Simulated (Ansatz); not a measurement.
## Energy profile

The step: HO₂ ([O][OH]) + HBr → H₂O₂ ([OH][OH]) + Br; bonds formed: H1–O3; bonds broken: H1–Br2 (atoms numbered as in the saddle structure below).

```
5
angstrom
H 0.5981 -0.6548 0.1137
Br 0.7674 -2.0150 -0.8376
O -0.0004 0.1275 0.7397
O -0.2053 1.1886 -0.0482
H -1.1598 1.3536 0.0323
```

Electronic energies by CCSD(T) at an estimated basis limit (MP2 extrapolated from triple and quadruple zeta, plus CCSD(T) − MP2 in triple zeta), on PBE0-D4/def2-TZVP structures; H$_{2}$BrO$_{2}$, doublet; no counterpoise correction; spin–orbit coupling, which lowers free halogen atoms and radicals such as OH and SH, is left out. Program: Ansatz 0.2.0. Basis: def2-TZVPP and def2-QZVPP. Cores are frozen in the correlated methods; orbitals are unrestricted. Filled d shells of the heavier atoms are correlated. The def2 sets are not built for correlating such inner shells, so the correlated values are less sure here. Extrapolation: Hartree–Fock as exp(−7.88 √X), correlation as X^−2.97.

(1) Give the profile in kJ/mol, counted from the separated reactants. (Judge from chemistry; the value comes from the calculation.)

No T1 diagnostic of these runs exceeds 0.032. ⟨S²⟩ of the unrestricted Hartree–Fock references: 0.76 to 0.80 (a pure state has 0.75).

Results:

(1) By the calculation:
```json
{"point": "separated: HBr (H1, Br2; singlet) + HO$_{2}$ (linked as [O][OH]; O3, O4, H5; doublet)", "kJ/mol": "0.0"}
{"point": "start structure", "kJ/mol": "-13.9"}
{"point": "saddle", "kJ/mol": "47.1"}
{"point": "end structure", "kJ/mol": "-13.1"}
{"point": "separated: H$_{2}$O$_{2}$ (linked as [OH][OH]; H1, O3, O4, H5; singlet) + Br (Br2; doublet)", "kJ/mol": "2.2"}
```

For scale, one of the runs: CCSD(T)/def2-TZVPP, 138 basis functions, launched by `ansatz run in.yaml --threads 4 --pin off --events-out ev --progress --plain --max-ram 9574MiB`. Time: 54 s of wall clock on 4 CPU threads of a Oxide Virtual Turin-like; the host was shared. Peak host memory: 2.1 GiB.
